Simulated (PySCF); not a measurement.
B$_{2}$H$_{3}$ (calculated)

All values are calculated (PySCF 2.14.0). Calculation on a computer-drawn molecule: vertical ionisation energy to the stated ion spin, frozen-core CCSD(T) at the basis limit and cheaper methods, single-reference cases, UHF for radicals, no spin-orbit; all values are single points at the evaluated structure, the first of each entry, which is the reference or a displaced copy of it and isn't optimised; the reference structure only sets the zero of the energies above reference; triples share is (T) over the correlation energy.

Common to all runs: charge 0; multiplicity 2; ion multiplicity 1; diffuse functions no; basis cc-pVnZ; reference is the Hartree-Fock double-zeta minimum; best is HF at quadruple zeta + MP2 correlation extrapolated from triple and quadruple zeta + CCSD(T) minus MP2 at triple zeta; basis step is the size of the change from the same recipe one zeta lower.

```yaml
- entry: 1
  formula: B2H3
  evaluated_structure:
    atoms_angstrom:
      - [B, -0.0359, -0.6188, 0.5917]
      - [B, -0.4578, 0.5631, 2.1592]
      - [H, 0.1361, -1.4102, -0.288]
      - [H, -1.5406, 0.735, 2.6115]
      - [H, 0.4677, 1.2974, 2.5805]
  reference_structure:
    atoms_angstrom:
      - [B, -0.0584, -0.6571, 0.606]
      - [B, -0.3229, 0.3559, 1.8146]
      - [H, 0.1372, -1.4049, -0.2895]
      - [H, -1.4236, 0.4655, 2.2843]
      - [H, 0.5774, 1.0145, 2.2618]
  given:
    drawn_bonds_atom: [1, 1, 2, 2]
    drawn_bonds_other_atom: [2, 3, 4, 5]
    drawn_bonds_order: [1, 1, 1, 1]
  results:
    "ionisation_energy_best [eV]": 7.88
    "ionisation_energy_basis_step [eV]": 0.02258
    "energy_above_reference_best [kcal/mol]": 32.41
    "energy_above_reference_basis_step [kcal/mol]": 0.5843
    triple_zeta_method: [HF, PBE, r2SCAN, B3LYP, wB97X, MP2, CCSD, "CCSD(T)"]
    "triple_zeta_ionisation_energy [eV]": [7.108, 8.236, 8.259, 8.091, 7.845, 7.713, 7.759, 7.834]
    "triple_zeta_energy_above_reference [kcal/mol]": [30.92, 32.24, 33.69, 33.13, 33.5, 33.38, 31.72, 31.44]
    "total_energy_HF_triple_zeta [hartree]": -50.9862
    "total_energy_CCSD(T)_triple_zeta [hartree]": -51.2042
    "total_energy_best [hartree]": -51.2262
    T1_diagnostic_at_triple_zeta: 0.02988
    D1_diagnostic_at_triple_zeta: 0.1123
    spin_squared_at_triple_zeta: 0.767
    ion_T1_diagnostic_at_triple_zeta: 0.01065
    ion_D1_diagnostic_at_triple_zeta: 0.02297
    triples_share_at_triple_zeta: 0.03338
    basis_functions_triple_zeta: 102
    "dipole_magnitude_HF_at_triple_zeta [debye]": 0.3698
    "dipole_magnitude_CCSD_unrelaxed_at_triple_zeta [debye]": 0.9455
    "dipole_magnitude_PBE_at_triple_zeta [debye]": 1.261
    "dipole_magnitude_r2SCAN_at_triple_zeta [debye]": 1.135
    "dipole_magnitude_B3LYP_at_triple_zeta [debye]": 1.101
    "dipole_magnitude_wB97X_at_triple_zeta [debye]": 0.8975
- entry: 2
  formula: B2H3
  evaluated_structure:
    atoms_angstrom:
      - [B, -0.0359, -0.6188, 0.5917]
      - [B, -0.4901, 0.6537, 2.2794]
      - [H, 0.1361, -1.4102, -0.288]
      - [H, -1.5729, 0.8256, 2.7317]
      - [H, 0.4354, 1.388, 2.7007]
  reference_structure:
    atoms_angstrom:
      - [B, -0.0584, -0.6571, 0.606]
      - [B, -0.3229, 0.3559, 1.8146]
      - [H, 0.1372, -1.4049, -0.2895]
      - [H, -1.4236, 0.4655, 2.2843]
      - [H, 0.5774, 1.0145, 2.2618]
  given:
    drawn_bonds_atom: [1, 1, 2, 2]
    drawn_bonds_other_atom: [2, 3, 4, 5]
    drawn_bonds_order: [1, 1, 1, 1]
  results:
    "ionisation_energy_best [eV]": 7.633
    "ionisation_energy_basis_step [eV]": 0.0235
    "energy_above_reference_best [kcal/mol]": 48.16
    "energy_above_reference_basis_step [kcal/mol]": 0.6923
    triple_zeta_method: [HF, PBE, r2SCAN, B3LYP, wB97X, MP2, CCSD, "CCSD(T)"]
    "triple_zeta_ionisation_energy [eV]": [6.856, 8.009, 8.024, 7.849, 7.58, 7.433, 7.506, 7.587]
    "triple_zeta_energy_above_reference [kcal/mol]": [46.72, 47.61, 49.62, 48.8, 49.89, 50.14, 47.47, 46.99]
    "total_energy_HF_triple_zeta [hartree]": -50.9610
    "total_energy_CCSD(T)_triple_zeta [hartree]": -51.1794
    "total_energy_best [hartree]": -51.2011
    T1_diagnostic_at_triple_zeta: 0.03727
    D1_diagnostic_at_triple_zeta: 0.1387
    spin_squared_at_triple_zeta: 0.7811
    ion_T1_diagnostic_at_triple_zeta: 0.01017
    ion_D1_diagnostic_at_triple_zeta: 0.01834
    triples_share_at_triple_zeta: 0.03475
    basis_functions_triple_zeta: 102
    "dipole_magnitude_HF_at_triple_zeta [debye]": 0.2499
    "dipole_magnitude_CCSD_unrelaxed_at_triple_zeta [debye]": 0.6108
    "dipole_magnitude_PBE_at_triple_zeta [debye]": 1.102
    "dipole_magnitude_r2SCAN_at_triple_zeta [debye]": 0.9023
    "dipole_magnitude_B3LYP_at_triple_zeta [debye]": 0.8405
    "dipole_magnitude_wB97X_at_triple_zeta [debye]": 0.4838
- entry: 3
  formula: B2H3
  evaluated_structure:
    atoms_angstrom:
      - [B, -0.0745, -0.669, 0.6052]
      - [B, -0.3166, 0.3511, 1.8222]
      - [H, 0.1488, -1.4147, -0.2873]
      - [H, -1.4286, 0.4813, 2.2875]
      - [H, 0.5744, 1.016, 2.2712]
  reference_structure:
    atoms_angstrom:
      - [B, -0.0584, -0.6571, 0.606]
      - [B, -0.3229, 0.3559, 1.8146]
      - [H, 0.1372, -1.4049, -0.2895]
      - [H, -1.4236, 0.4655, 2.2843]
      - [H, 0.5774, 1.0145, 2.2618]
  given:
    drawn_bonds_atom: [1, 1, 2, 2]
    drawn_bonds_other_atom: [2, 3, 4, 5]
    drawn_bonds_order: [1, 1, 1, 1]
  results:
    "ionisation_energy_best [eV]": 8.702
    "ionisation_energy_basis_step [eV]": 0.01875
    "energy_above_reference_best [kcal/mol]": 0.2771
    "energy_above_reference_basis_step [kcal/mol]": 0.0124
    triple_zeta_method: [HF, PBE, r2SCAN, B3LYP, wB97X, MP2, CCSD, "CCSD(T)"]
    "triple_zeta_ionisation_energy [eV]": [7.967, 8.986, 9.037, 8.87, 8.695, 8.59, 8.595, 8.656]
    "triple_zeta_energy_above_reference [kcal/mol]": [0.2277, 0.2251, 0.2812, 0.3001, 0.2811, 0.293, 0.2487, 0.241]
    "total_energy_HF_triple_zeta [hartree]": -51.0351
    "total_energy_CCSD(T)_triple_zeta [hartree]": -51.2539
    "total_energy_best [hartree]": -51.2774
    T1_diagnostic_at_triple_zeta: 0.01926
    D1_diagnostic_at_triple_zeta: 0.05491
    spin_squared_at_triple_zeta: 0.7586
    ion_T1_diagnostic_at_triple_zeta: 0.01304
    ion_D1_diagnostic_at_triple_zeta: 0.03286
    triples_share_at_triple_zeta: 0.03127
    basis_functions_triple_zeta: 102
    "dipole_magnitude_HF_at_triple_zeta [debye]": 1.359
    "dipole_magnitude_CCSD_unrelaxed_at_triple_zeta [debye]": 1.445
    "dipole_magnitude_PBE_at_triple_zeta [debye]": 1.336
    "dipole_magnitude_r2SCAN_at_triple_zeta [debye]": 1.357
    "dipole_magnitude_B3LYP_at_triple_zeta [debye]": 1.402
    "dipole_magnitude_wB97X_at_triple_zeta [debye]": 1.465
- entry: 4
  formula: B2H3
  evaluated_structure:
    atoms_angstrom:
      - [B, 0.0206, -0.7742, 0.5584]
      - [B, -0.2246, 0.452, 1.9365]
      - [H, 0.0415, -1.4749, -0.3046]
      - [H, -1.3011, 0.4501, 2.307]
      - [H, 0.7353, 0.9807, 2.3266]
  reference_structure:
    atoms_angstrom:
      - [B, -0.0584, -0.6571, 0.606]
      - [B, -0.3229, 0.3559, 1.8146]
      - [H, 0.1372, -1.4049, -0.2895]
      - [H, -1.4236, 0.4655, 2.2843]
      - [H, 0.5774, 1.0145, 2.2618]
  given:
    drawn_bonds_atom: [1, 1, 2, 2]
    drawn_bonds_other_atom: [2, 3, 4, 5]
    drawn_bonds_order: [1, 1, 1, 1]
  results:
    "ionisation_energy_best [eV]": 8.052
    "ionisation_energy_basis_step [eV]": 0.02354
    "energy_above_reference_best [kcal/mol]": 19.44
    "energy_above_reference_basis_step [kcal/mol]": 0.4752
    triple_zeta_method: [HF, PBE, r2SCAN, B3LYP, wB97X, MP2, CCSD, "CCSD(T)"]
    "triple_zeta_ionisation_energy [eV]": [7.257, 8.421, 8.44, 8.271, 8.034, 7.903, 7.931, 8.003]
    "triple_zeta_energy_above_reference [kcal/mol]": [18.06, 20.8, 20.91, 20.0, 20.57, 19.55, 19.03, 19.0]
    "total_energy_HF_triple_zeta [hartree]": -51.0067
    "total_energy_CCSD(T)_triple_zeta [hartree]": -51.2240
    "total_energy_best [hartree]": -51.2469
    T1_diagnostic_at_triple_zeta: 0.0243
    D1_diagnostic_at_triple_zeta: 0.08905
    spin_squared_at_triple_zeta: 0.7612
    ion_T1_diagnostic_at_triple_zeta: 0.00993
    ion_D1_diagnostic_at_triple_zeta: 0.0222
    triples_share_at_triple_zeta: 0.03164
    basis_functions_triple_zeta: 102
    "dipole_magnitude_HF_at_triple_zeta [debye]": 0.6457
    "dipole_magnitude_CCSD_unrelaxed_at_triple_zeta [debye]": 1.102
    "dipole_magnitude_PBE_at_triple_zeta [debye]": 1.3
    "dipole_magnitude_r2SCAN_at_triple_zeta [debye]": 1.226
    "dipole_magnitude_B3LYP_at_triple_zeta [debye]": 1.196
    "dipole_magnitude_wB97X_at_triple_zeta [debye]": 1.106
- entry: 5
  formula: B2H3
  evaluated_structure:
    atoms_angstrom:
      - [B, -0.0925, -0.6051, 0.6421]
      - [B, -0.3585, 0.4142, 1.8253]
      - [H, 0.1802, -1.3748, -0.162]
      - [H, -1.3776, 0.5526, 2.259]
      - [H, 0.4801, 1.005, 2.2772]
  reference_structure:
    atoms_angstrom:
      - [B, -0.0584, -0.6571, 0.606]
      - [B, -0.3229, 0.3559, 1.8146]
      - [H, 0.1372, -1.4049, -0.2895]
      - [H, -1.4236, 0.4655, 2.2843]
      - [H, 0.5774, 1.0145, 2.2618]
  given:
    drawn_bonds_atom: [1, 1, 2, 2]
    drawn_bonds_other_atom: [2, 3, 4, 5]
    drawn_bonds_order: [1, 1, 1, 1]
  results:
    "ionisation_energy_best [eV]": 8.727
    "ionisation_energy_basis_step [eV]": 0.01852
    "energy_above_reference_best [kcal/mol]": 3.93
    "energy_above_reference_basis_step [kcal/mol]": 0.06907
    triple_zeta_method: [HF, PBE, r2SCAN, B3LYP, wB97X, MP2, CCSD, "CCSD(T)"]
    "triple_zeta_ionisation_energy [eV]": [7.982, 9.024, 9.069, 8.904, 8.723, 8.615, 8.62, 8.68]
    "triple_zeta_energy_above_reference [kcal/mol]": [3.756, 4.892, 4.076, 3.601, 4.065, 3.67, 4.029, 4.179]
    "total_energy_HF_triple_zeta [hartree]": -51.0295
    "total_energy_CCSD(T)_triple_zeta [hartree]": -51.2477
    "total_energy_best [hartree]": -51.2716
    T1_diagnostic_at_triple_zeta: 0.01865
    D1_diagnostic_at_triple_zeta: 0.05366
    spin_squared_at_triple_zeta: 0.7582
    ion_T1_diagnostic_at_triple_zeta: 0.01224
    ion_D1_diagnostic_at_triple_zeta: 0.03086
    triples_share_at_triple_zeta: 0.03021
    basis_functions_triple_zeta: 102
    "dipole_magnitude_HF_at_triple_zeta [debye]": 1.283
    "dipole_magnitude_CCSD_unrelaxed_at_triple_zeta [debye]": 1.385
    "dipole_magnitude_PBE_at_triple_zeta [debye]": 1.288
    "dipole_magnitude_r2SCAN_at_triple_zeta [debye]": 1.297
    "dipole_magnitude_B3LYP_at_triple_zeta [debye]": 1.343
    "dipole_magnitude_wB97X_at_triple_zeta [debye]": 1.396
```
